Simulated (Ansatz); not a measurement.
Gas-phase electronic energies from Ansatz, PBE0-D4/def2-TZVP geometries. CCSD(T)/CBS adds triple-zeta CCSD(T) − MP2 to the extrapolated MP2 energy (def2 sets, frozen cores). This one scheme is used for every species. Functionals use def2-TZVPP.

Reaction (ligand exchange at the Si–Cl bond): `F[SiH]([SiH3])Cl` + H–F → `F[SiH](F)[SiH3]` + HCl

CCSD(T)/CBS gives -39.7 kJ/mol.

Another level gave -38.8 kJ/mol. Which?
A. MP2/def2-TZVPP
B. LC-ωPBE/def2-TZVPP
C. BLYP/def2-TZVPP
D. PBE-D4/def2-TZVPP

A. MP2/def2-TZVPP -38.8, BLYP -50.8, PBE-D4 -34.0, LC-ωPBE -43.2 kJ/mol.

What do rigid-rotor, harmonic-oscillator terms from PBE0-D4/def2-TZVP frequencies (298.15 K, 1 bar) make of the CCSD(T)/CBS value? (Estimate.)

Ansatz gave: ΔZPE = -3.8 kJ/mol, ΔH = -44.4 kJ/mol, ΔS = 2 J/(mol·K), ΔG = -44.8 kJ/mol.

Largest T1 diagnostic among the species: 0.013.

Leaving LDA and LC-ωPBE aside and taking each functional with its dispersion term where it has one, the values, not all of them listed here, spread over 18.7 kJ/mol, from CAM-B3LYP-D4 to revPBE-D4. At CCSD(T), def2-SVP lies −3.6 kJ/mol from the extrapolated value and def2-TZVPP −4.6 kJ/mol. In def2-TZVPP, CCSD(T) changes the Hartree–Fock value by +11.0 kJ/mol (the triples alone add +2.5 kJ/mol) and MP2 by +16.7 kJ/mol.
